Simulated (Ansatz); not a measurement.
Cost and result up the ladder for the cluster Ag₂Sn (the lowest singlet isomer of a short search) (3 atoms). Charge 0, multiplicity 1. Geometry: B3LYP-D4/def2-TZVP.

| atom | x (Å) | y (Å) | z (Å) |
| --- | --- | --- | --- |
| Ag1 | 0.2111 | -1.0476 | -1.3766 |
| Ag2 | 0.2066 | 1.7199 | 0.1903 |
| Sn3 | -0.4177 | -0.6723 | 1.1863 |

Ansatz on 4 threads of Arm Neoverse V2 on a shared host. Times are rough, and most runs start from the orbitals of an earlier one. r2SCAN0-D4/def2-TZVP serves as the yardstick here, not as an exact answer. Differences are given only for rows in sets of like size (and for xTB, whose basis is part of the method), since another set adds its own error. Binding counts from free atoms at the same level (Ag doublet, Sn triplet; other spins of the atoms weren't run), without zero-point energy or a counterpoise term.

In the def2 sets Ag, Sn take a core potential; there is no spin–orbit coupling. B3LYP takes the VWN-RPA correlation. HSE06 is defined as in plane-wave codes, on full-range PBE exchange. Correlated methods freeze 4 core orbitals; core or outer-core shells of Ag, Sn are correlated, in sets that lack core-valence functions. The structure comes from a short search, and lower isomers may exist.

Run but left out: HF/STO-3G, BHLYP-D4/def2-TZVP, B2PLYP/def2-TZVP (restricted singlet, unstable in another Hartree–Fock run and untested here); MP2/def2-TZVP, CCSD(T)/def2-TZVPP (restricted singlet, unstable towards broken spin symmetry).

Correlated methods converge slowly with the basis.

```json
{"level": "PBE-D4/def2-SVP", "functions": "88", "wall time": "0.8 s", "binding energy per atom (eV)": "1.37", "difference from r2SCAN0-D4/def2-TZVP (eV)": "–"}
{"level": "PBE-D4/def2-TZVPD", "functions": "136", "wall time": "1.3 s", "binding energy per atom (eV)": "1.41", "difference from r2SCAN0-D4/def2-TZVP (eV)": "0.24"}
{"level": "PBE-D4/def2-TZVP (with forces)", "functions": "130", "wall time": "1.4 s", "binding energy per atom (eV)": "1.41", "difference from r2SCAN0-D4/def2-TZVP (eV)": "0.24"}
{"level": "PBE0-D4/def2-SVP", "functions": "88", "wall time": "1.4 s", "binding energy per atom (eV)": "1.19", "difference from r2SCAN0-D4/def2-TZVP (eV)": "–"}
{"level": "PBE0-D4/def2-TZVP", "functions": "130", "wall time": "1.6 s", "binding energy per atom (eV)": "1.22", "difference from r2SCAN0-D4/def2-TZVP (eV)": "0.05"}
{"level": "PBE0-D4/def2-TZVPD", "functions": "136", "wall time": "1.6 s", "binding energy per atom (eV)": "1.22", "difference from r2SCAN0-D4/def2-TZVP (eV)": "0.05"}
{"level": "HSE06-D4/def2-TZVP", "functions": "130", "wall time": "1.6 s", "binding energy per atom (eV)": "1.23", "difference from r2SCAN0-D4/def2-TZVP (eV)": "0.06"}
{"level": "B3LYP-D4/def2-TZVP", "functions": "130", "wall time": "1.6 s", "binding energy per atom (eV)": "1.24", "difference from r2SCAN0-D4/def2-TZVP (eV)": "0.07"}
{"level": "r2SCAN-D4/def2-TZVP", "functions": "130", "wall time": "2.8 s", "binding energy per atom (eV)": "1.32", "difference from r2SCAN0-D4/def2-TZVP (eV)": "0.15"}
{"level": "r2SCAN-D4/def2-TZVPD", "functions": "136", "wall time": "3 s", "binding energy per atom (eV)": "1.33", "difference from r2SCAN0-D4/def2-TZVP (eV)": "0.16"}
{"level": "RPA@PBE/def2-TZVP", "functions": "130", "wall time": "3.2 s", "binding energy per atom (eV)": "1.06", "difference from r2SCAN0-D4/def2-TZVP (eV)": "-0.11"}
{"level": "r2SCAN0-D4/def2-TZVP", "functions": "130", "wall time": "3.3 s", "binding energy per atom (eV)": "1.17", "difference from r2SCAN0-D4/def2-TZVP (eV)": "0.00"}
```
